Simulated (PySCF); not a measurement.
C5H5FSi, SMILES C#C[Si](C)(F)C#C.

Geometry optimised at ωB97X-D3(BJ)/def2-SVP.

Calculation: PBE/def2-TZVP (PySCF).

Symmetry labels are those of the subgroup Cs that the program uses (full group Cs).

Task: List the valence orbital energies around the gap with their symmetry. (Estimate from the structure and the level; the computed values follow.)

Result: 
```csv
orbital,symmetry,energy (eV)
HOMO−7,A",-9.96
HOMO−6,A',-9.94
HOMO−5,A",-9.31
HOMO−4,A',-8.47
HOMO−3,A',-7.53
HOMO−2,A',-7.27
HOMO−1,A",-7.26
HOMO,A",-7.12
LUMO,A',-1.85
LUMO+1,A',-1.45
LUMO+2,A",-0.59
LUMO+3,A",-0.34
```
